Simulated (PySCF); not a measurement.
## Spin states of KO

Unrestricted PBE0; basis K 6-311G(d,p), O 6-311G(d,p); no relativity; PySCF 2.14. Outer shells of the fragments: K 4s1; O 2s2 2p4.

Followed along the bond (rough minima from three points):

```csv
2Ms+1,unpaired,⟨S²⟩ at the start,R at minimum (Å),Te (eV)
2,π ↑,0.76,2.29,0.00
2,σ ↑,0.76,2.13,0.05
4,"σ ↑, π ↑↑",3.75,none in the scan,≤ 2.45
```

Solutions found at the starting distance of 2.545 Å, counted from the lowest of them; the search is not exhaustive and high or unbound solutions are not listed, so other states can lie among these:

```
2Ms+1   unpaired   term  E (eV)  ⟨S²⟩  ⟨Lz²⟩  μ (D)
    2        π ↑     ²Π    0.00  0.76   1.01  -8.93
    2        σ ↑    ²Σ⁺    0.35  0.76   0.00  -9.39
    4  σ ↑, π ↑↑    ⁴Σ⁻    2.40  3.75   0.00   1.93
    2  σ ↓, π ↑↑  mixed    2.44  1.75   0.00   2.50
    4  σ ↑↑, π ↑     ⁴Π    2.56  3.75   1.00   2.24
    2  σ ↑, π ↑↓  mixed    3.20  1.75   2.00   2.19
    4      π ↑↑↑     ⁴Π    3.61  3.75   1.00   0.52
    4  σ ↑, π ↑↑  mixed    3.79  3.75   2.00   0.40
    4  σ ↑, π ↑↑  mixed    3.84  3.75   2.00   0.42
    2        σ ↑  mixed    5.42  0.75   2.00   2.16
```

A term symbol is given only where ⟨S²⟩ and ⟨Lz²⟩ are close to those of a pure state; real π, δ and φ orbitals otherwise mix terms. A positive dipole means K(−)O(+).

Compare the gap between the two lowest followed solutions at the starting distance with the gap between their minima.

At PBE0 the second solution (doublet, unpaired electrons σ ↑) lies +0.35 eV from the first (doublet, unpaired electrons π ↑) at 2.545 Å and +0.05 eV at the minima; the two curves relax by different amounts, since their minima lie near 2.13 and 2.29 Å.

Counting both spins, an empty level lies below a filled one in some of these solutions, because spin and occupation are held.
